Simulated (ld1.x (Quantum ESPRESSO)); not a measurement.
# What one change does to a pseudopotential (aluminium (Al), ultrasoft)

- Element: aluminium (Al)
- Generator: ld1.x (Quantum ESPRESSO) 7.5
- Type: ultrasoft
- Functional: PBE
- Relativity: non-relativistic
- Frozen core: [Ne]
- Valence charge: 3
- Reference configuration: 3s2 3p0 (charge +1)
- Partial waves: 3s (bound): rcut 1.65, rcutus 1.75 bohr; 3s channel at -0.1 Ry: rcut 1.65, rcutus 1.75 bohr; 3p (bound, empty): rcut 1.65, rcutus 2.15 bohr; 3p channel at 0.65 Ry: rcut 1.65, rcutus 2.15 bohr
- Local potential: all-electron potential smoothed inside 1.70 bohr (lloc = -1)
- Core correction: Bessel-smoothed model core, default radius (core density twice the valence density)
- Augmentation charge: PSQ, inside the norm-conserving radii

All-electron outer shells of the reference configuration (PBE, non-relativistic, ld1.x):

```
shell  level (eV)  outermost node (bohr)  outermost maximum (bohr)
   3s      -14.78                   0.80                      2.01
   3p       -9.07                   0.81                      2.39
```

Change: all radii but the core radius scaled by about 1.26 (s 2.20, p 2.70 bohr, rcut 2.08/2.08); local potential all-electron potential smoothed inside 2.14 bohr (lloc = -1).

Cutoffs: the cutoffs (Ry, on a coarse ladder) from which the occupation-weighted sum of valence levels, in a spherical-Bessel basis at the reference potential, stays within 10 and 1 mRy of its value at 400 Ry; they do not see the model core or the augmentation charge, which bear on the density cutoff. Errors are all-electron minus pseudo energies relative to the spin-unpolarised reference configuration.

Problem. What does the change do?

Solution. The potential gets softer (10 Ry and 15 Ry → 6 Ry and 8 Ry); of the 7 tests that both files solve, the error grows in 4 and shrinks in 2 by more than 15 % and 0.3 meV (median size 0.6 → 3.6 meV); neither file shows a bound ghost. A larger radius leaves more room for a smooth pseudo-wave, so fewer plane waves are needed.

```csv
quantity,base,changed
"cutoff, loose",10 Ry,6 Ry
"cutoff, tight",15 Ry,8 Ry
bound ghosts,none,none
"error for 3s2 3p1, meV [ΔE -5.77 eV]",+0.4,+0.1
"error for 3s1 3p0, meV [ΔE 19.19 eV]",-5.7,-12
"error for 3s2 3p0.5, meV [ΔE -3.68 eV]",+0.2,0.0
"error for 3s0 3p3, meV [ΔE 4.61 eV]",-3.9,-16
"error for 3s1 3p1, meV [ΔE 5.77 eV]",-1.8,-5.4
"error for 3s1 3p2, meV [ΔE -0.66 eV]",-0.2,-3.6
"error for 3s2 3p1.3, meV [ΔE -6.35 eV]",+0.6,+0.1
lowest overlap eigenvalue by channel,"s 0.51, p 0.77","s 0.46, p 0.78"
```
